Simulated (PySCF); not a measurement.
# Computed properties of bromine monochloride (BrCl), SMILES ClBr

bromine monochloride (BrCl), SMILES ClBr. Geometry optimised at B3LYP-D3(BJ)/def2-TZVP. The values are those of a single conformer. All values are computed for the isolated molecule unless a solvent is named; none is compared with measurement here.

**Structure.** The optimised structure has C∞v symmetry. All 1 harmonic modes at B3LYP-D3(BJ)/def2-TZVP (PySCF) are real, so it is a minimum.

**Vibrations.** The strongest infrared lines (harmonic, unscaled, degenerate partners summed) lie at 428 cm⁻¹ (1 km/mol, Cl 69 %, Br 31 %). The softest mode is at 428 cm⁻¹ and the zero-point energy is 0.6 kcal/mol.

**Electronic structure.** r2SCAN/def2-TZVPD (PySCF) places the frontier levels at -7.42 and -4.54 eV, a gap of 2.88 eV, and gives a dipole moment of 0.46 D and a mean polarisability of 37.9 bohr³. PBE/def2-TZVPD (PySCF) at the same geometry gives -7.12 and -4.61 eV, so its gap is 0.37 eV narrower. An orbital gap is neither the optical nor the fundamental gap.

**Excitations.** TDDFT-B3LYP/def2-TZVPD (PySCF) has S1 at 2.97 eV (418 nm, f = 0.002, dark); the most intense of the 10 singlets computed lies at 8.29 eV (f = 0.31). Strengths of degenerate partners are summed. T1 (TDA) is at 2.23 eV. TDDFT-PBE/def2-TZVPD (PySCF) puts S1 at 2.87 eV.

**Solvation.** SMD-PBE0/6-31G* (PySCF) gives -0.5 kcal/mol in water, -3.4 kcal/mol in dichloromethane, -3.3 kcal/mol in 2-propanol (1 M in both phases, gas-phase geometry); of these solvents dichloromethane holds the molecule best.
